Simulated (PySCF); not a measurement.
## How methods differ on the ionisation energy of Mo⁺

Mo⁺ [Kr] 4d5 (6S) → Mo²⁺ [Kr] 4d4 (5D), as a difference of total energies. All numbers are calculated (PySCF 2.14, a scalar-relativistic core potential, in def2-QZVPPD with the def2 core potential (28 electrons) (7s5p4d3f2g, 81 functions)). Correlated levels: valence and next inner shell: nothing frozen outside the core potential. The calculations carry no spin-orbit coupling.

| method | ionisation energy (eV) |
| --- | --- |
| UHF | 15.102 |
| MP2 (valence and next inner shell) | 16.128 |
| SCS-MP2 (valence and next inner shell) | 15.714 |
| CCSD (valence and next inner shell) | 15.954 |
| CCSD(T) (valence and next inner shell) | 16.010 |

Problem. How much does correlation contribute at CCSD(T) (valence and next inner shell)?

Solution. 16.010 − (15.102) = 0.908 eV, measured against UHF.

The reference lies between the lowest fine-structure levels, while these numbers refer to the centres of the terms.

Errors of the correlated levels include the incompleteness of this basis.

For comparison: 16.16 ± 0.12 eV (semi-empirical (NIST evaluation); NIST Atomic Spectra Database, ionization energies).
